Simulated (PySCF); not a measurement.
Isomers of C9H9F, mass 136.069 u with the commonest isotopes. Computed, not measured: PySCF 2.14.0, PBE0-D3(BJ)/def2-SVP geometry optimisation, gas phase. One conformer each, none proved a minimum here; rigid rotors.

Question: Order these by radius of gyration √(Σ m r²/M), largest first.
A. `[F:1][CH2:2][C@:3]12[CH:4]=[CH:5][C@H:6]([CH:7]=[CH:8]1)[CH:9]=[CH:10]2` with F1–C2–C3–C4 61°
B. `[F:1][CH2:2][C:3]1=[CH:4][C@@H:5]2[C@@H:6]3[CH:7]=[CH:8][C@H:9]1[C@H:10]23` with F1–C2–C3–C4 2°, C3–C4–C5–C6 56°, C4–C5–C6–C7 0°, C5–C6–C7–C8 -55°, C7–C8–C9–C10 -16°
C. `[F:1][c:2]1[cH:3][cH:4][cH:5][c:6]([CH:7]2[CH2:8][CH2:9]2)[cH:10]1` with C5–C6–C7–C8 147°
D. `[F:1][c:2]1[cH:3][cH:4][c:5]([CH:6]2[CH2:7][CH2:8]2)[cH:9][cH:10]1` with C4–C5–C6–C7 -36°
E. `[CH2:1]=[CH:2][c:3]1[cH:4][cH:5][c:6]([CH2:7][F:8])[cH:9][cH:10]1` with C1–C2–C3–C4 -3°, C5–C6–C7–F8 -4°

Answer: E (2.519 Å), D (2.417 Å), C (2.309 Å), B (2.072 Å), A (1.981 Å).

Question: Order these by rotational constant C, largest first.
A. `[CH2:1]=[CH:2][c:3]1[cH:4][cH:5][c:6]([CH2:7][F:8])[cH:9][cH:10]1` with C1–C2–C3–C4 -3°, C5–C6–C7–F8 -4°
B. `[F:1][CH2:2][C@:3]12[CH:4]=[CH:5][C@H:6]([CH:7]=[CH:8]1)[CH:9]=[CH:10]2` with F1–C2–C3–C4 61°
C. `[CH2:1]=[CH:2][c:3]1[cH:4][cH:5][c:6]([CH3:7])[cH:8][c:9]1[F:10]` with C1–C2–C3–C4 -3°
D. `[F:1][c:2]1[cH:3][cH:4][cH:5][c:6]([CH:7]2[CH2:8][CH2:9]2)[cH:10]1` with C5–C6–C7–C8 147°
E. `[F:1][CH2:2][C:3]1=[CH:4][C@@H:5]2[C@@H:6]3[CH:7]=[CH:8][C@H:9]1[C@H:10]23` with F1–C2–C3–C4 2°, C3–C4–C5–C6 56°, C4–C5–C6–C7 0°, C5–C6–C7–C8 -55°, C7–C8–C9–C10 -16°
F. `[F:1][c:2]1[cH:3][cH:4][c:5]([CH:6]2[CH2:7][CH2:8]2)[cH:9][cH:10]1` with C4–C5–C6–C7 -36°

Answer: B (1135 MHz), E (960.7 MHz), D (716.4 MHz), C (697.4 MHz), F (652.1 MHz), A (586.5 MHz).

Question: Order these by dipole moment, largest first.
A. `[F:1][CH2:2][C:3]1=[CH:4][C@@H:5]2[C@@H:6]3[CH:7]=[CH:8][C@H:9]1[C@H:10]23` with F1–C2–C3–C4 2°, C3–C4–C5–C6 56°, C4–C5–C6–C7 0°, C5–C6–C7–C8 -55°, C7–C8–C9–C10 -16°
B. `[F:1][c:2]1[cH:3][cH:4][cH:5][c:6]([CH:7]2[CH2:8][CH2:9]2)[cH:10]1` with C5–C6–C7–C8 147°
C. `[CH2:1]=[CH:2][c:3]1[cH:4][cH:5][c:6]([CH2:7][F:8])[cH:9][cH:10]1` with C1–C2–C3–C4 -3°, C5–C6–C7–F8 -4°
D. `[F:1][c:2]1[cH:3][cH:4][c:5]([CH:6]2[CH2:7][CH2:8]2)[cH:9][cH:10]1` with C4–C5–C6–C7 -36°

Answer: D (1.91 D), B (1.74 D), A (1.60 D), C (1.46 D).

```tsv
SMILES	point group	Ia (u·Å²)	Ib (u·Å²)	Ic (u·Å²)	κ	μa (D)	μb (D)	μc (D)
C=Cc1ccc(CF)cc1	near Cs	127.56	737.54	861.72	-0.94	0.43	1.39	0.10
Fc1cccc(C2CC2)c1	near Cs	203.43	541.67	705.44	-0.75	1.37	1.07	0.00
C=CCc1ccc(F)cc1	C1	129.39	752.04	852.79	-0.95	1.40	0.45	0.16
FCC1=C[C@@H]2[C@@H]3C=C[C@H]1[C@H]23	C1	175.28	466.79	526.04	-0.87	1.20	0.60	0.88
C=Cc1ccc(C)cc1F	–	201.41	526.51	724.69	-0.71	1.26	1.08	0.06
Fc1ccc(C2CC2)cc1	Cs	122.55	692.21	775.05	-0.96	1.89	0.25	0.00
FCC12C=CC(C=C1)C=C2	Cs	188.79	433.84	445.12	-0.96	1.21	1.11	0.00
```
